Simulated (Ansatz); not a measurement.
Mulliken charges of AlBr2, SMILES `[Br][Al][Br]` radical from ωB97M-V/def2-TZVPP in Ansatz (PBE0-D4/def2-TZVP geometry).

```json
{"atom": "Br1", "x (Å)": "0.607", "y (Å)": "1.800", "z (Å)": "0.519", "charge (e)": "-0.180"}
{"atom": "Al2", "x (Å)": "0.569", "y (Å)": "-0.452", "z (Å)": "0.265", "charge (e)": "0.361"}
{"atom": "Br3", "x (Å)": "-1.187", "y (Å)": "-1.413", "z (Å)": "-0.798", "charge (e)": "-0.180"}
```

Question: By hand: the dipole of these point charges (1 e Å = 4.8032 D).

Answer: Σ q r = (0.310, -0.233, 0.146) e Å, of length 0.414 e Å = 1.99 D.

Question: How does the dipole of the full density compare? (An estimate is asked.)

Answer: Computed: (0.244, -0.184, 0.115) e Å, 1.57 D; the point charges give 1.27 times that, at 0° from its direction.

Point charges leave out the atoms' own dipoles, such as those of lone pairs, and Mulliken's split depends on the basis, so the two needn't agree.
